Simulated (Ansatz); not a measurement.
`C[S][Ga]([F])[F]` + CH₄ → `C[S][Ga]([CH3])[F]` + H–F at 700 K and 1 bar (formal exchange of groups at a Ga–F bond).

Isolated molecules relaxed with PBE0-D4/def2-TZVP in Ansatz; ΔE leaves out vibrations. CCSD(T)/CBS adds triple-zeta CCSD(T) − MP2 to the extrapolated MP2 energy (def2 sets, frozen cores). This one scheme is used for every species. For Ga outer-core shells are correlated without core-valence functions, which leaves a few kJ/mol of doubt a bond. Scalar relativity is left out up to krypton. Each species was taken in one conformer, which may not be the lowest.

```json
{"species": "`C[S][Ga]([F])[F]`", "CCSD(T)/CBS energy (Eh)": "-2561.27813", "H − E (kJ/mol)": "185.6", "S (J/(mol·K))": "484.2"}
{"species": "CH₄", "CCSD(T)/CBS energy (Eh)": "-40.46206", "H − E (kJ/mol)": "145.9", "S (J/(mol·K))": "224.0"}
{"species": "`C[S][Ga]([CH3])[F]`", "CCSD(T)/CBS energy (Eh)": "-2501.31492", "H − E (kJ/mol)": "288.6", "S (J/(mol·K))": "536.0"}
{"species": "H–F", "CCSD(T)/CBS energy (Eh)": "-100.39570", "H − E (kJ/mol)": "45.2", "S (J/(mol·K))": "198.5"}
```

H − E and S are ideal-gas, rigid-rotor, harmonic terms from PBE0-D4/def2-TZVP, for one conformer and one mirror image of each species. 1 Eh = 2625.50 kJ/mol, R = 8.31446 J/(mol·K).

Problem. By hand: ΔE, ΔH, ΔS and ΔG.

Solution. ΔE = (-2501.31492) + (-100.39570) − (-2561.27813) − (-40.46206) = 0.02957 Eh = 77.6 kJ/mol. Δ(H − E) = 288.6 + 45.2 − 185.6 − 145.9 = 2.3, so ΔH = 79.9 kJ/mol. ΔS = 536.0 + 198.5 − 484.2 − 224.0 = 26.3 J/(mol·K). ΔG = 79.9 − 700 × (26.3)/1000 = 61.5 kJ/mol.

Problem. By hand: the equilibrium constant, and the temperature at which ΔG would vanish if ΔH and ΔS stayed fixed.

Solution. log₁₀ K = −ΔG/(RT ln 10) = -4.6. ΔG = 0 at ΔH/ΔS = 3038 K, far beyond where these terms or the molecules hold.

ΔH outweighs TΔS. A doubt of 5 kJ/mol in ΔE shifts log₁₀ K by 0.4 here. Other conformers and mirror images would add mixing entropy, several J/(mol·K) or more a flexible species. Modes under 60 cm⁻¹, often nearly free rotors, make the harmonic entropy too high. These are equilibria of isolated gas molecules and say nothing of rates. Largest T1 diagnostic: 0.014 (customary marks: 0.02 for closed shells, 0.045 for open ones).
